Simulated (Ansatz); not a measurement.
C₃H₈BCl, SMILES `BCCCCl`, relaxed with RKS PBE-D4/def2-SVP in Ansatz 0.2.0 from a rough embedded geometry. The force threshold is 0.03 eV/Å; the program also tests the step.

Total charge 0; spin multiplicity 1.

Start:

```xyz
13

B     1.949   -0.433   -0.656
C     0.378   -0.383   -0.693
C    -0.127    0.347    0.525
C    -1.626    0.502    0.642
Cl   -2.445   -1.088    0.850
H     2.636    0.495   -0.715
H     2.509   -1.528   -0.673
H     0.070    0.140   -1.569
H     0.009   -1.392   -0.712
H     0.229   -0.146    1.474
H     0.334    1.401    0.553
H    -1.983    0.941   -0.374
H    -1.933    1.144    1.347
```

(1) How much energy does the relaxation release, and in how many steps? (Best estimate.)

(2) Which bonds change most? (Estimate.)

(3) Give the relaxed structure. (Estimate.)

## Answers

(1) The calculation gave: 59.91 kJ/mol, in 22 steps, 3 of them rejected.

(2) The calculation gave: C4–H13 from 1.002 to 1.107 Å; B1–H6 from 1.156 to 1.221 Å; C2–H9 from 1.075 to 1.130 Å; C4–H12 from 1.163 to 1.109 Å.

(3) Ansatz gave: 
```xyz
13

B     1.984   -0.586   -0.663
C     0.460   -0.302   -0.639
C    -0.138    0.580    0.460
C    -1.654    0.501    0.573
Cl   -2.211   -1.173    0.990
H     2.663   -0.444    0.342
H     2.509   -1.046   -1.662
H     0.036   -0.069   -1.640
H     0.112   -1.362   -0.456
H     0.315    0.325    1.441
H     0.119    1.647    0.270
H    -2.152    0.763   -0.383
H    -2.044    1.166    1.368
```
